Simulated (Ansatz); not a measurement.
One change: `C[Si@H](O)N[Si@@H](O)F` becomes `C[SiH](N)O`.

Ansatz, PBE0-D4/def2-TZVP geometries, multiplicity 1. Each molecule was computed in one conformer, which needn't be the lowest.

```tsv
property	`C[Si@H](O)N[Si@@H](O)F`
LUMO energy (PBE/def2-TZVPP) / eV	-0.33
HOMO–LUMO gap (B3LYP/def2-TZVPP) / eV	8.03
HOMO–LUMO gap (PBE0/def2-TZVPP) / eV	8.63
HOMO energy (PBE0/def2-TZVPP) / eV	-8.07
size of the dipole moment (B3LYP/def2-TZVPP) / D	0.99
HOMO energy (B3LYP/def2-TZVPP) / eV	-7.82
```

Q: What does the change do to each property? (Estimate.)

A: Ansatz gave: 
```csv
property,`C[SiH](N)O`,shift
LUMO energy (PBE/def2-TZVPP) / eV,0.05,0.38
HOMO–LUMO gap (B3LYP/def2-TZVPP) / eV,7.72,-0.31
HOMO–LUMO gap (PBE0/def2-TZVPP) / eV,8.32,-0.31
HOMO energy (PBE0/def2-TZVPP) / eV,-7.44,0.63
size of the dipole moment (B3LYP/def2-TZVPP) / D,2.14,1.15
HOMO energy (B3LYP/def2-TZVPP) / eV,-7.21,0.61
```

With PBE0 the HOMO rises by 0.63 eV and the LUMO rises by 0.31 eV, so the gap narrows by about 0.32 eV. PBE moves the HOMO by 0.63 eV and ωB97M-V by 0.60 eV. Dipoles are sizes alone; their direction can turn.

B3LYP here is the variant with VWN-RPA as its local correlation; programs differ in this.
